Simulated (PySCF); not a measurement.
These are ωB97X-D3(BJ)/def2-TZVP // PBE0-D3(BJ)/def2-TZVP (PySCF) values and carry that method's errors. Gas-phase values, no solvent. 

Reference species (SMILES): `[AlH3]` (neutral, multiplicity 1).

```yaml
HOMO: -11.14 eV
HOMO–LUMO gap: 11.24 eV
```

Changed species: `[AlH2][Cl]` (1 of 3 H replaced by Cl; the reference has 0 of 3 H replaced by Cl).

Task: Give the shifts of the HOMO and HOMO–LUMO gap.

Result: the HOMO goes up by 0.07 eV, to -11.07 eV; the HOMO–LUMO gap rises by 0.07 eV, to 11.31 eV.
